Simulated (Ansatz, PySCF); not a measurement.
This Ansatz (a quantum-chemistry and plane-wave program) input computes a B3LYP/def2-TZVPD energy:

Ansatz 0.2 input:
```yaml
crystal:
  periodic: [false, false, false]
  atoms:
    - {symbol: B, position_ang: [-0.00000000, -0.00000000, -0.73649529]}
    - {symbol: N, position_ang: [0.00000000, 0.00000000, 0.52606806]}
basis:
  gaussian:
    orbitals: def2-TZVPD
hamiltonian:
  xc: {name: B3LYP}
output: {forces: true}
```

### Question
Write an input for the same energy in PySCF and say what it gives.

### Answer

```python
from pyscf import gto, scf, dft

mol = gto.M(
    atom='''
    B    -0.00000000   -0.00000000   -0.73649529
    N     0.00000000    0.00000000    0.52606806
    ''',
    basis='def2-tzvpd',
    charge=0,
    spin=0,
    verbose=4,
)

mf = dft.RKS(mol, xc='b3lyp').density_fit(auxbasis='def2-universal-jkfit')
mf.grids.level = 3
mf.conv_tol = 1e-9
mf.max_cycle = 100
mf.max_memory = 1500
mf.kernel()
if not mf.converged:
    mf = mf.newton()
    mf.kernel(mf.make_rdm1())
mf.analyze()
```
It gives -79.41505 Eh, and Ansatz -79.41504 Eh, a difference of 0.01 mEh.

This is an excited singlet: at this geometry the triplet lies 0.76 eV lower at wB97M-V/def2-TZVPD.
